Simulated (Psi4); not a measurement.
Input file for Psi4: SAPT0/aug-cc-pVDZ on CH2OSe (a complex).

```
memory 2025 MB

molecule dimer {
0 1
C     0.63947630    0.12382111    0.21118088
O    -0.32863329    0.25683449   -0.34630877
--
0 1
Se   -0.08486354   -0.33171365    3.83198057
H     0.93200721    0.69716046    3.57024604
H     0.79236770   -1.37800699    3.28712279
units angstrom
symmetry c1
no_reorient
no_com
}

set {
  basis aug-cc-pVDZ
  scf_type df
  freeze_core true
}

energy('sapt0')
```

Program output:

```
[...]
==> Input File <==

--------------------------------------------------------------------------
memory 2025 MB

molecule dimer {
0 1
C     0.63947630    0.12382111    0.21118088
O    -0.32863329    0.25683449   -0.34630877
--
0 1
Se   -0.08486354   -0.33171365    3.83198057
H     0.93200721    0.69716046    3.57024604
H     0.79236770   -1.37800699    3.28712279
units angstrom
symmetry c1
no_reorient
no_com
}

set {
  basis aug-cc-pVDZ
  scf_type df
  freeze_core true
}

energy('sapt0')
--------------------------------------------------------------------------


   => Loading Basis Set <=

    Name: AUG-CC-PVDZ
    Role: ORBITAL
    Keyword: BASIS
    atoms 1   entry C          line   182 file aug-cc-pvdz.gbs
    atoms 2   entry O          line   254 file aug-cc-pvdz.gbs
    atoms 3   entry SE         line  3217 file aug-cc-pvdz.gbs
    atoms 4-5 entry H          line    40 file aug-cc-pvdz.gbs

   => Loading Basis Set <=

    Name: AUG-CC-PVDZ
    Role: ORBITAL
    Keyword: BASIS
    atoms 1   entry C          line   182 file aug-cc-pvdz.gbs
    atoms 2   entry O          line   254 file aug-cc-pvdz.gbs
    atoms 3   entry SE         line  3217 file aug-cc-pvdz.gbs
    atoms 4-5 entry H          line    40 file aug-cc-pvdz.gbs


  //>>>>>>>>>>>>>>>>>>>>>>>>>>>>>>>>>>>//
  //              Dimer HF             //
  //<<<<<<<<<<<<<<<<<<<<<<<<<<<<<<<<<<<//

   => Libint2 <=

    Primary   basis highest AM E, G, H:  7, 6, 3
    Auxiliary basis highest AM E, G, H:  7, 7, 4
    Onebody   basis highest AM E, G, H:  -, -, -
    Solid Harmonics ordering:            Gaussian


   => Loading Basis Set <=

    Name: AUG-CC-PVDZ
    Role: ORBITAL
    Keyword: BASIS
    atoms 1   entry C          line   182 file aug-cc-pvdz.gbs
    atoms 2   entry O          line   254 file aug-cc-pvdz.gbs
    atoms 3   entry SE         line  3217 file aug-cc-pvdz.gbs
    atoms 4-5 entry H          line    40 file aug-cc-pvdz.gbs


         ---------------------------------------------------------
                                   SCF
               by Justin Turney, Rob Parrish, Andy Simmonett
                          and Daniel G. A. Smith
                              RHF Reference
                        1 Threads,   1931 MiB Core
         ---------------------------------------------------------

  ==> Geometry <==

    Molecular point group: c1
    Full point group: C1

    Geometry (in Angstrom), charge = 0, multiplicity = 1:

       Center              X                  Y                   Z               Mass
    ------------   -----------------  -----------------  -----------------  -----------------
         C            0.639476300000     0.123821110000     0.211180880000    12.000000000000
         O           -0.328633290000     0.256834490000    -0.346308770000    15.994914619570
         SE          -0.084863540000    -0.331713650000     3.831980570000    79.916521800000
         H            0.932007210000     0.697160460000     3.570246040000     1.007825032230
         H            0.792367700000    -1.378006990000     3.287122790000     1.007825032230

  Running in c1 symmetry.

  Rotational constants: A =      1.43430  B =      0.01390  C =      0.01385 [cm^-1]
  Rotational constants: A =  42999.11238  B =    416.85697  C =    415.06860 [MHz]
  Nuclear repulsion =  114.278299932836617

  Charge       = 0
  Multiplicity = 1
  Electrons    = 50
  Nalpha       = 25
  Nbeta        = 25

  ==> Algorithm <==

  SCF Algorithm Type is DF.
  DIIS enabled.
  MOM disabled.
  Fractional occupation disabled.
  Guess Type is SAD.
  Energy threshold   = 1.00e-08
  Density threshold  = 1.00e-08
  Integral threshold = 1.00e-12

  ==> Primary Basis <==

  Basis Set: AUG-CC-PVDZ
    Blend: AUG-CC-PVDZ
    Number of shells: 42
    Number of basis functions: 100
    Number of Cartesian functions: 107
    Spherical Harmonics?: true
    Max angular momentum: 2

   => Loading Basis Set <=

    Name: (AUG-CC-PVDZ AUX)
    Role: JKFIT
    Keyword: DF_BASIS_SCF
    atoms 1   entry C          line   154 file aug-cc-pvdz-jkfit.gbs
    atoms 2   entry O          line   270 file aug-cc-pvdz-jkfit.gbs
    atoms 3   entry SE         line  1269 file aug-cc-pvdz-jkfit.gbs
    atoms 4-5 entry H          line    70 file aug-cc-pvdz-jkfit.gbs

  ==> Integral Setup <==

  DFHelper Memory: AOs need 0.035 GiB; user supplied 1.414 GiB.
  SCF_SUBTYPE=INCORE selected. In-core MEM_DF algorithm will be used.
  Using in-core AOs.

  ==> MemDFJK: Density-Fitted J/K Matrices <==

    J tasked:                   Yes
    K tasked:                   Yes
    wK tasked:                   No
    OpenMP threads:               1
    Algorithm:                 Core
    Schwarz Cutoff:           1E-12
    Mask sparsity (%):       1.1200
    Fitting Condition:        1E-10

   => Auxiliary Basis Set <=

  Basis Set: (AUG-CC-PVDZ AUX)
    Blend: AUG-CC-PVDZ-JKFIT
    Number of shells: 132
    Number of basis functions: 430
    Number of Cartesian functions: 511
    Sph
[...]
A   [    18 ]
    NB   [    18 ]

  @DF-RHF Final Energy: -2400.34727951892182

   => Energetics <=

    Nuclear Repulsion Energy =             24.7297829213070166
    One-Electron Energy =               -3392.8385413151040666
    Two-Electron Energy =                 967.7614788748753654
    Total Energy =                      -2400.3472795189218232

Computation Completed


Properties will be evaluated at   0.000000,   0.000000,   0.000000 [a0]

Properties computed using the SCF density matrix


 Multipole Moments:

 ------------------------------------------------------------------------------------
     Multipole            Electronic (a.u.)      Nuclear  (a.u.)        Total (a.u.)
 ------------------------------------------------------------------------------------

 L = 1.  Multiply by 2.5417464519 to convert [e a0] to [Debye]
 Dipole X            :          2.4957844           -2.1939445            0.3018399
 Dipole Y            :         22.5967658          -22.5994438           -0.0026780
 Dipole Z            :       -259.2951595          259.1659381           -0.1292214
 Magnitude           :                                                    0.3283484

 ------------------------------------------------------------------------------------

  Constructing Basis Sets for SAPT...

   => Loading Basis Set <=

    Name: (AUG-CC-PVDZ AUX)
    Role: RIFIT
    Keyword: DF_BASIS_SAPT
    atoms 1   entry C          line   112 file aug-cc-pvdz-ri.gbs
    atoms 2   entry O          line   204 file aug-cc-pvdz-ri.gbs
    atoms 3   entry SE         line   900 file aug-cc-pvdz-ri.gbs
    atoms 4-5 entry H          line    30 file aug-cc-pvdz-ri.gbs

   => Loading Basis Set <=

    Name: (AUG-CC-PVDZ AUX)
    Role: JKFIT
    Keyword: DF_BASIS_ELST
    atoms 1   entry C          line   154 file aug-cc-pvdz-jkfit.gbs
    atoms 2   entry O          line   270 file aug-cc-pvdz-jkfit.gbs
    atoms 3   entry SE         line  1269 file aug-cc-pvdz-jkfit.gbs
    atoms 4-5 entry H          line    70 file aug-cc-pvdz-jkfit.gbs


  //>>>>>>>>>>>>>>>>>>>>>>>>>>>>>>>>>>>//
  //               SAPT0               //
  //<<<<<<<<<<<<<<<<<<<<<<<<<<<<<<<<<<<//



        SAPT0
    Ed Hohenstein
     6 June 2009

      Orbital Information
  --------------------------
    NSO        =       100
    NMO        =       100
    NRI        =       320
    NRI (Elst) =       430
    NOCC A     =         7
    NOCC B     =        18
    FOCC A     =         2
    FOCC B     =         9
    NVIR A     =        93
    NVIR B     =        82

    Elst10,r            =    -0.001606004141 [Eh]
    Exch10              =     0.003028602246 [Eh]
    Exch10 (S^2)        =     0.003018213939 [Eh]

    Maxiter = 50
    CPHF R converge = 1.000000E-08

    Iter     Energy [mEh]          dE [mEh]         Residual      Time [s]
       1      -0.30447843       0.304478429     2.134692e-03             0
       2      -0.34898000       0.044501573     8.587756e-04             0
       3      -0.35374678       0.004766777     1.919593e-04             0
       4      -0.35293203      -0.000814748     6.616443e-05             0
       5      -0.35264268      -0.000289347     2.469488e-05             0
       6      -0.35283345       0.000190764     5.952711e-06             0
       7      -0.35279826      -0.000035185     9.428016e-07             0
       8      -0.35279925       0.000000984     2.204793e-07             0
       9      -0.35280002       0.000000772     7.507386e-08             0
      10      -0.35279972      -0.000000305     1.742490e-08             0
      11      -0.35279977       0.000000053     2.890274e-09             0

    CHF Iterations converged

    Maxiter = 50
    CPHF R converge = 1.000000E-08

    Iter     Energy [mEh]          dE [mEh]         Residual      Time [s]
       1      -0.86811034       0.868110335     3.731486e-03             0
       2      -1.08947856       0.221368229     6.734969e-04             0
       3      -1.08581865      -0.003659918     2.240717e-04             0
       4      -1.08382287      -0.001995773     4.973476e-05             0
       5      -1.08422828       0.000405407     1.178750e-05             0
       6      -1.08427843       0.000050146     2.250311e-06             0
       7      -1.08425837      -0.000020057     4.625011e-07             0
       8      -1.08426118       0.000002806     8.027490e-08             0
       9      -1.08426084      -0.000000334     2.023434e-08             0
      10      -1.08426090       0.000000061     4.653842e-09             0

    CHF Iterations converged

    Ind20,r (A<-B)      =    -0.000352799768 [Eh]
    Ind20,r (B<-A)      =    -0.001084260903 [Eh]
    Ind20,r             =    -0.001437060671 [Eh]
    Exch-Ind20,r (A<-B) =     0.000305925985 [Eh]
    Exch-Ind20,r (B<-A) =     0.001022857987 [Eh]
    Exch-Ind20,r        =     0.001328783972 [Eh]
    Disp20              =    -0.002186674518 [Eh]
    Disp20 (SS)         =    -0.001093337259 [Eh]
    Disp20 (OS)         =    -0.001093337259 [Eh]
    Exch-Disp20         =     0.000256007914 [Eh]
    Exch-Disp20 (SS)    =     0.000163449200 [Eh]
    Exch-Disp20 (OS)    =     0.000092558714 [Eh]

    SAPT Results
  --------------------------------------------------------------------------------------------------------
    Electrostatics                 -1.60600414 [mEh]      -1.00778281 [kcal/mol]      -4.21656329 [kJ/mol]
      Elst10,r                     -1.60600414 [mEh]      -1.00778281 [kcal/mol]      -4.21656329 [kJ/mol]

    Exchange                        3.02860225 [mEh]       1.90047660 [kcal/mol]       7.95159410 [kJ/mol]
      Exch10                        3.02860225 [mEh]       1.90047660 [kcal/mol]       7.95159410 [kJ/mol]
      Exch10(S^2)                   3.01821394 [mEh]       1.89395784 [kcal/mol]       7.92431960 [kJ/mol]

    Induction                      -0.43334120 [mEh]      -0.27192571 [kcal/mol]      -1.13773717 [kJ/mol]
      Ind20,r                      -1.43706067 [mEh]      -0.90176919 [kcal/mol]      -3.77300227 [kJ/mol]
      Exch-Ind20,r                  1.32878397 [mEh]       0.83382453 [kcal/mol]       3.48872184 [kJ/mol]
      delta HF,r (2)               -0.32506450 [mEh]      -0.20398105 [kcal/mol]      -0.85345673 [kJ/mol]

    Dispersion                     -1.93066660 [mEh]      -1.21151159 [kcal/mol]      -5.06896447 [kJ/mol]
      Disp20                       -2.18667452 [mEh]      -1.37215898 [kcal/mol]      -5.74111316 [kJ/mol]
      Exch-Disp20                   0.25600791 [mEh]       0.16064739 [kcal/mol]       0.67214869 [kJ/mol]
      Disp20 (SS)                  -1.09333726 [mEh]      -0.68607949 [kcal/mol]      -2.87055658 [kJ/mol]
      Disp20 (OS)                  -1.09333726 [mEh]      -0.68607949 [kcal/mol]      -2.87055658 [kJ/mol]
      Exch-Disp20 (SS)              0.16344920 [mEh]       0.10256592 [kcal/mol]       0.42913581 [kJ/mol]
      Exch-Disp20 (OS)              0.09255871 [mEh]       0.05808147 [kcal/mol]       0.24301287 [kJ/mol]

  Total HF                          0.98925690 [mEh]       0.62076808 [kcal/mol]       2.59729364 [kJ/mol]
  Total SAPT0                      -0.94140970 [mEh]      -0.59074351 [kcal/mol]      -2.47167083 [kJ/mol]

  Special recipe for scaled SAPT0 (see Manual):
    Electrostatics sSAPT0          -1.60600414 [mEh]      -1.00778281 [kcal/mol]      -4.21656329 [kJ/mol]
    Exchange sSAPT0                 3.02860225 [mEh]       1.90047660 [kcal/mol]       7.95159410 [kJ/mol]
    Induction sSAPT0               -0.41957341 [mEh]      -0.26328629 [kcal/mol]      -1.10158983 [kJ/mol]
    Dispersion sSAPT0              -1.92801406 [mEh]      -1.20984709 [kcal/mol]      -5.06200021 [kJ/mol]
  Total sSAPT0                     -0.92498936 [mEh]      -0.58043959 [kcal/mol]      -2.42855923 [kJ/mol]
  --------------------------------------------------------------------------------------------------------



*** Psi4 exiting successfully. Buy a developer a beer!
```

The run finished.

Cost: very roughly 14 core-seconds.
